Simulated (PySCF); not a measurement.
Zr(F)6, SMILES [F][Zr-2]([F])([F])([F])([F])[F] (charge -2) (PBE0/def2-SVP optimised geometry):

```
7

Zr     0.000     0.000     0.000
F     -2.023     0.000     0.000
F      2.023     0.000     0.000
F     -0.001     0.000    -2.022
F     -0.001     2.023     0.000
F      0.000    -2.023     0.000
F      0.001     0.000     2.022
```

Method: PBE0/def2-TZVPD, def2 effective core potentials past Kr run with PySCF.

### Question
What are the frontier orbital energies?

### Answer
HOMO-2 -0.66 eV, HOMO-1 -0.66 eV, HOMO -0.66 eV, LUMO 7.23 eV, LUMO+1 7.23 eV.

On the same geometry PBE/def2-TZVPD, def2 effective core potentials past Kr (PySCF) gives HOMO-2 1.29 eV, HOMO-1 1.29 eV, HOMO 1.29 eV, LUMO 6.76 eV, LUMO+1 6.87 eV.
